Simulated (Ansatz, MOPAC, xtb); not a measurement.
The molecule SiCl, multiplicity 2 (lowest of 2S+1 = 2, 4 at CCSD(T)/def2-TZVPP on PBE0 minima; our sources give no spin for the ground state, which may be another).

Seven points along R, fitted to fifth degree in 1/R; most abundant isotopes. In def2 and cc sets the state is the lowest found near the PBE0 minimum, followed along R.

Codes used: Ansatz (a quantum-chemistry and plane-wave program); MOPAC for AM1, PM6, PM7 (differences of heats of formation); xtb for the GFN methods. Each number belongs to the level named beside it. The GFN methods have no spin term and hold the electronic entropy of 300 K.

```csv
level,r_e (Å),ω_e (cm⁻¹),B_e (cm⁻¹),ω_e x_e (cm⁻¹),D_e (eV),dipole (D)
AM1,1.982,491,0.276,3.5,-,-
PM6,2.005,544,0.270,2.9,-,-
PM7,2.094,498,0.247,2.0,-,-
GFN1-xTB,2.054,521,0.257,2.8,-,-
GFN2-xTB,2.122,391,0.241,0.096,-,-
SVWN5/def2-TZVPP,2.059,535,0.256,2.2,5.23,0.61
PBE/def2-TZVPP,2.084,515,0.250,2.1,4.61,0.71
r2SCAN/def2-TZVPP,2.070,530,0.253,2.2,4.50,0.66
B97M-V/def2-TZVPP,2.063,535,0.255,2.2,4.60,0.66
B3LYP/def2-TZVPP,2.084,513,0.250,2.1,4.36,0.92
PBE0/def2-TZVPP,2.067,535,0.254,2.1,4.45,0.78
BHLYP/def2-TZVPP,2.068,532,0.254,2.2,4.18,0.99
CAM-B3LYP/def2-TZVPP,2.068,531,0.254,2.1,4.35,0.92
wB97X-V/def2-TZVPP,2.064,542,0.255,2.1,4.50,0.83
wB97M-V/def2-TZVPP,2.069,534,0.253,2.1,4.54,0.94
B2PLYP/def2-TZVPP,2.076,526,0.252,2.1,4.36,-
CCSD/aug-cc-pV(T+d)Z,2.076,532,0.252,2.1,4.09,-
CCSD/def2-TZVPP,2.070,540,0.253,2.1,4.06,-
CCSD/aug-cc-pV(Q+d)Z,2.066,537,0.254,2.1,4.22,-
CCSD/def2-QZVPP,2.065,539,0.254,2.1,4.19,-
CCSD(T)/aug-cc-pV(T+d)Z,2.079,527,0.251,2.1,4.23,-
CCSD(T)/def2-TZVPP,2.073,537,0.252,2.1,4.20,-
CCSD(T)/aug-cc-pV(Q+d)Z,2.069,533,0.253,2.1,4.37,-
CCSD(T)/def2-QZVPP,2.068,536,0.254,2.1,4.35,-
"CCSD(T)/CBS(aug-cc-pV(T+d)Z, aug-cc-pV(Q+d)Z)",2.064,537,0.255,2.2,-,-
"CCSD(T)/CBS(def2-TZVPP, def2-QZVPP)",2.065,537,0.254,2.2,-,-
```

D_e counts from each atom's lowest state at the same level, without counterpoise or zero-point energy.

Frozen-core correlation. CBS: X⁻³ extrapolation of the correlation energy, Hartree–Fock from the larger set. The state that AM1, PM6, PM7 reach isn't checked; PM7 holds dispersion and hydrogen-bond terms.

Measured for the ground state: r_e 2.0579 Å, ω_e 535.59 cm-1, ω_e x_e 2.1757 cm-1, B_e 0.2561 cm-1, α_e 0.0015817 cm-1 [Irikura, J. Phys. Chem. Ref. Data 36, 389 (2007)]. D_0 4.28 ± 0.065 eV (a handbook's tabulated 298 K bond energy less 3RT/2; such tables hold older values) [Luo, bond dissociation energies, CRC Handbook].
